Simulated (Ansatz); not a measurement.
Geometry optimisation, Ansatz, RKS B3LYP/def2-SVP.

Input:

```yaml
crystal:
  periodic: [false, false, false]
  atoms:
    - { symbol: Ge, position_ang: [0.226492, 0.0, -0.002064] }
    - { symbol: Cl, position_ang: [0.372704, 0.0, 2.202118] }
    - { symbol: H, position_ang: [1.682152, 0.0, -0.507398] }
    - { symbol: H, position_ang: [-0.513297, 1.276122, -0.431913] }
    - { symbol: H, position_ang: [-0.513297, -1.276122, -0.431913] }
    - { symbol: H, position_ang: [-2.401808, 0.0, 0.837304] }
    - { symbol: H, position_ang: [-2.104048, 0.0, 1.491867] }
basis:
  gaussian: { orbitals: def2-SVP }
hamiltonian:
  xc: b3lyp
relax:
  f_tol: 0.03
  max_steps: 50
```

Command:

```bash
$ ansatz run input.yaml --threads 1 --pin off --max-ram 2048MiB --backend cpu --events-out ev --progress --plain --runs-dir out
```

Problem. Where does it end, and by what steps?

Solution. It converged. The force dipped under the threshold on the way, but the program's further checks kept it going. After 19 steps the energy has fallen by 0.178 eV; H6 moved furthest, 1.63 Å.

```tsv
step	energy less start (eV)	largest force component (eV/Å)	accepted
0	0.0000	1.474	yes
1	-0.1122	0.122	yes
2	-0.1479	0.119	yes
3	-0.1581	0.253	yes
4	-0.1631	0.030	yes
5	-0.1648	0.060	yes
6	-0.1659	0.060	yes
7	-0.1594	0.713	no
8	-0.1688	0.015	yes
9	-0.1701	0.168	yes
10	-0.1714	0.156	yes
11	-0.1734	0.093	yes
12	-0.1734	0.175	yes
13	-0.1756	0.154	yes
14	-0.1771	0.034	yes
15	-0.1774	0.009	yes
16	-0.1776	0.167	yes
17	-0.1780	0.070	yes
18	-0.1782	0.024	yes
19	-0.1783	0.028	yes
```

```xyz
7
Properties=species:S:1:pos:R:3
Ge 0.699 0.000 -0.282
Cl 0.151 0.000 1.833
H 2.235 0.000 -0.368
H 0.103 1.271 -0.911
H 0.103 -1.271 -0.911
H -3.651 0.000 1.884
H -2.891 0.000 1.914
```

The run took 49 s on 1 thread of Arm Neoverse V1 (shared host), peak memory 0.17 GiB.
